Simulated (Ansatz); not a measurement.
Geometry optimisation, Ansatz, UKS PBE/def2-SVP.

input.yaml

```yaml
crystal:
  periodic: [false, false, false]
  atoms:
    - { symbol: W, position_ang: [0.0, 0.0, 0.0] }
    - { symbol: F, position_ang: [0.0, 0.0, 2.1] }
    - { symbol: F, position_ang: [1.85, 0.0, 0.0] }
    - { symbol: H, position_ang: [0.0, 1.72, 0.0] }
    - { symbol: H, position_ang: [-1.72, 0.0, 0.0] }
    - { symbol: F, position_ang: [0.0, -1.85, 0.0] }
    - { symbol: H, position_ang: [0.0, 0.0, -1.72] }
    - { symbol: Si, position_ang: [0.0, 0.0, 3.99] }
    - { symbol: H, position_ang: [-0.7436, -1.1581, 4.4774] }
    - { symbol: H, position_ang: [1.3747, -0.0649, 4.4774] }
    - { symbol: H, position_ang: [-0.6311, 1.223, 4.4774] }
magnetization:
  spin_polarized: true
  initial_magnetization: 1
basis:
  gaussian: { orbitals: def2-SVP }
hamiltonian:
  xc: pbe
relax:
  f_tol: 0.15
  max_steps: 25
  restrain:
    - { distance: [1, 7], at: 2.79, k: 30.0 }
    - { distance: [0, 1], at: 1.85, k: 30.0 }
```

Run as:

```bash
$ ansatz run input.yaml --threads 4 --pin off --max-ram 5120MiB --backend cpu --events-out ev --progress --plain --runs-dir out
```

Task: Where does it end, and by what steps?

Result: It converged. The restraints hold the end off the free minimum; the threshold counts their pulls, which the force column leaves out. Restrained pairs: F2–Si8 (1.89 → 2.80 Å), W1–F2 (2.10 → 1.87 Å). After 9 steps the energy has fallen by 1.093 eV (the restraints' own energy left out); Si8 moved furthest, 0.78 Å.

```csv
step,energy less start (eV),largest force component (eV/Å),accepted
0,0.0000,4.063,yes
1,0.5480,3.604,yes
2,0.7739,2.983,yes
3,-0.0358,1.069,yes
4,-0.6329,0.803,yes
5,-0.8611,2.102,yes
6,-1.0119,0.918,yes
7,-1.0757,0.678,yes
8,-1.0881,0.557,yes
9,-1.0927,0.608,yes
```

```xyz
11
Properties=species:S:1:pos:R:3
W 0.288 -0.296 0.208
F -0.167 0.106 1.979
F 1.988 0.296 -0.342
H -0.118 1.319 -0.042
H -1.328 0.089 -0.072
F -0.262 -1.993 -0.394
H -0.158 0.175 -1.346
Si -0.013 0.030 4.772
H -0.832 -1.153 4.337
H 1.400 -0.045 4.260
H -0.669 1.341 4.444
```

Run time: 44 s on 4 threads of Arm Neoverse V1 (shared host), peak memory 0.34 GiB.
